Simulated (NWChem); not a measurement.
System: C₃H₂FN; SMILES N#C/C=C/F

Program: NWChem. Medium grid unless said otherwise, to which SCAN and Minnesota functionals are sensitive. All runs use the structure optimised with PBE0/def2-SVP. B3LYP is NWChem's, with the RPA form of VWN correlation. Total energies of different functionals are on different scales.

| level | energy (Ha) | highest occupied level (eV) | orbital gap (eV) | dipole (D) |
|---|---|---|---|---|
| B3LYP/def2-SVP | -269.8616 | -7.90 | 6.25 | 2.83 |
| PBE/def2-SVP | -269.5618 | -6.91 | 4.55 | 2.93 |
| MPW1K/def2-SVP | -269.7618 | -9.13 | 8.28 | 2.84 |
| SCAN/def2-SVP | -269.7560 | -7.26 | 4.94 | 2.94 |
| B97-2/def2-SVP | -269.7709 | -7.95 | 6.40 | 2.86 |
| r2SCAN/def2-SVP | -269.7156 | -7.25 | 4.93 | 2.98 |
| TPSSh/def2-SVP | -269.8687 | -7.45 | 5.57 | 2.89 |
| M05-2X/def2-SVP | -269.8181 | -9.51 | 9.08 | 2.78 |
